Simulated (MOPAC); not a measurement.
Job for MOPAC: AM1 on ClH3Si (SMILES [SiH3]Cl).

```
AM1 1SCF PRECISE CHARGE=0 THREADS=1
ClH3Si

Si     0.04128378 1     0.64051478 1     3.82265477 1
Cl    -0.40999953 1    -1.26877887 1     3.12522449 1
H     -0.05348074 1     0.60113517 1     5.29384472 1
H     -0.94354843 1     1.57546705 1     3.25148283 1
H      1.40952153 1     0.96991602 1     3.38698211 1
```

The log:

```
*******************************************************************************
 **                                                                           **
 **                              MOPAC v23.2.5                                **
 **                                                                           **
 *******************************************************************************
 ** MOPAC's Digital Object Identifier: https://doi.org/10.5281/zenodo.6511958 **
 **                                                                           **
 ** Please cite the open-source release paper for use of this MOPAC version:  **
 ** J. E. Moussa and J. J. P. Stewart (2026)                                  **
 ** MOPAC: An open-source semiempirical molecular orbital program             **
 ** J. Open Source Softw., 11(119), 8025, https://doi.org/10.21105/joss.08025 **
 *******************************************************************************

                              AM1 CALCULATION RESULTS

 *******************************************************************************
 *  AM1        - The AM1 Hamiltonian to be used
 *
 *
 *
 *                 CHARGE ON SYSTEM = 0
 *
 *
 *
 *  PRECISE    - TIGHTER CRITERIA TO BE USED
 *  1SCF       - DO 1 SCF AND THEN STOP
 *  THREADS=1  - MULTI-THREADING NOT USED
 *  T=         - A TIME OF 172800.0 SECONDS REQUESTED
 *  DUMP=N     - RESTART FILE WRITTEN EVERY 7200.0 SECONDS REQUESTED
 *******************************************************************************
AM1 1SCF PRECISE CHARGE=0 THREADS=1
 ClH3Si

   ATOM   CHEMICAL          X               Y               Z
  NUMBER   SYMBOL      (ANGSTROMS)     (ANGSTROMS)     (ANGSTROMS)

     1      Si          0.04128378  *   0.64051478  *   3.82265477  *
     2      Cl         -0.40999953  *  -1.26877887  *   3.12522449  *
     3       H         -0.05348074  *   0.60113517  *   5.29384472  *
     4       H         -0.94354843  *   1.57546705  *   3.25148283  *
     5       H          1.40952153  *   0.96991602  *   3.38698211  *



          CARTESIAN COORDINATES

    NO.       ATOM           X           Y           Z

     1        Si          0.0413      0.6405      3.8227
     2        Cl         -0.4100     -1.2688      3.1252
     3         H         -0.0535      0.6011      5.2938
     4         H         -0.9435      1.5755      3.2515
     5         H          1.4095      0.9699      3.3870

  H: (AM1): M.J.S. DEWAR ET AL, J. AM. CHEM. SOC. 107 3902-3909 (1985)
 Si: (AM1): M.J.S.DEWAR, C. JIE, ORGANOMETALLICS, 6, 1486-1490 (1987).
 Cl: (AM1): M.J.S. DEWAR AND E. G. ZOEBISCH, THEOCHEM, 180, 1 (1988).

           Empirical Formula: H3 Si Cl  =     5 atoms



      MOLECULAR POINT GROUP   :   C3v


      RHF CALCULATION, NO. OF DOUBLY OCCUPIED LEVELS = 7


 -------------------------------------------------------------------------------
 AM1 1SCF PRECISE CHARGE=0 THREADS=1
 ClH3Si



     1SCF WAS SPECIFIED, SO BFGS WAS NOT USED
     SCF FIELD WAS ACHIEVED


                              AM1 CALCULATION
                                                       MOPAC v23.2.5 Linux




          FINAL HEAT OF FORMATION =        -37.31310 KCAL/MOL =    -156.11801 KJ/MOL


          COSMO AREA              =         97.91 SQUARE ANGSTROMS
          COSMO VOLUME            =         84.81 CUBIC ANGSTROMS

          IONIZATION POTENTIAL    =         11.533020 EV
          HOMO LUMO ENERGIES (EV) =        -11.533 -0.432
          NO. OF FILLED LEVELS    =          7
          MOLECULAR WEIGHT        =         66.5622         POINT GROUP:  C3v

          MOLECULAR DIMENSIONS (Angstroms)

            Atom       Atom       Distance
            H     5   Cl     2     2.89671
            H     4    H     3     2.43160
           Cl     2    H     4     1.83966


          SCF CALCULATIONS        =          1





   ATOM   CHEMICAL          X               Y               Z
  NUMBER   SYMBOL      (ANGSTROMS)     (ANGSTROMS)     (ANGSTROMS)

     1      Si          0.04128378  *   0.64051478  *   3.82265477  *
     2      Cl         -0.40999953  *  -1.26877887  *   3.12522449  *
     3       H         -0.05348074  *   0.60113517  *   5.29384472  *
     4       H         -0.94354843  *   1.57546705  *   3.25148283  *
     5       H          1.40952153  *   0.96991602  *   3.38698211  *

                             CARTESIAN COORDINATES

   1   Si        0.041283780     0.640514780     3.822654770
   2   Cl       -0.409999530    -1.268778870     3.125224490
   3    H       -0.053480740     0.601135170     5.293844720
   4    H       -0.943548430     1.575467050     3.251482830
   5    H        1.409521530     0.969916020     3.386982110


           Empirical Formula: H3 Si Cl  =     5 atoms



      MOLECULAR POINT GROUP   :   C3v


                  EIGENVALUES
 -36.74904 -17.05337 -13.93999 -13.93448 -13.81567 -11.54186 -11.53302  -0.43210
   1.12330   1.12991   1.28796


              NET ATOMIC CHARGES AND DIPOLE CONTRIBUTIONS

  ATOM NO.   TYPE          CHARGE      No. of ELECS.   s-Pop       p-Pop
    1         Si           0.797424        3.2026     0.86520     2.33738
    2         Cl          -0.303944        7.3039     1.98015     5.32380
    3          H          -0.164537        1.1645     1.16454
    4          H          -0.164476        1.1645     1.16448
    5          H          -0.164467        1.1645     1.16447
 DIPOLE           X         Y         Z       TOTAL
 POINT-CHG.     0.431     1.820     0.651     1.980
 HYBRID        -0.031    -0.130    -0.049     0.143
 SUM            0.400     1.689     0.601     1.837


          ATOMIC ORBITAL ELECTRON POPULATIONS

     Atom    s        px        py        pz
    1 Si   0.86520   0.82827   0.69217   0.81694
    2 Cl   1.98015   1.94684   1.46843   1.90853
    3  H   1.16454
    4  H   1.16448
    5  H   1.16447

 **********************
 *                    *
 * JOB ENDED NORMALLY *
 *                    *
 **********************




 == MOPAC DONE ==
```

The run finished.

Cost: about 0.04 core-seconds (a rough figure).
